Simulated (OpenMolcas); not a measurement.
# C3H11AlO (SMILES C[Al-](C)(C)[OH2+]): name the method

C3H11AlO: 16 atoms, total charge 0, spin state singlet. As SMILES, `C[Al-](C)(C)[OH2+]`. Geometry: relaxed at PBE0-D4/def2-TZVP. This is one conformer, not always the lowest.

```xyz
16

C    -0.6380    0.7231   -1.7127
Al    0.0856   -0.1405   -0.0856
C     1.6989    0.6544    0.7405
C    -0.2107   -2.0711    0.1425
O    -1.2682    0.6786    1.2276
H    -0.5857    1.8181   -1.6867
H    -0.0691    0.4146   -2.5973
H    -1.6792    0.4456   -1.9177
H     1.8436    0.3439    1.7826
H     1.7073    1.7506    0.7170
H     2.6015    0.3341    0.2076
H    -0.0166   -2.4052    1.1672
H     0.4541   -2.6517   -0.5073
H    -1.2337   -2.3694   -0.1102
H    -0.8088    1.2219    1.8776
H    -1.8809    1.2530    0.7549
```

A calculation with OpenMolcas 26.06 gave:

| Item | Value |
| --- | --- |
| total energy | -438.6225 Eh |
| dipole moment | 4.12 D |
| HOMO energy | -6.33 eV |
| LUMO energy | 0.05 eV |
| HOMO–LUMO gap | 6.39 eV |
| largest force | 0.453 eV/Å |

Question: Which of these levels gave the numbers?
A. HF/6-31G* (spherical functions)
B. M06-L/6-31G* (spherical functions)
C. B3LYP/6-31G* (spherical functions)
D. revPBE/6-31G* (spherical functions)

Answer: C. The others give -438.4687 Eh (revPBE/6-31G* (spherical functions)), -438.5621 Eh (M06-L/6-31G* (spherical functions)), -436.7888 Eh (HF/6-31G* (spherical functions)).
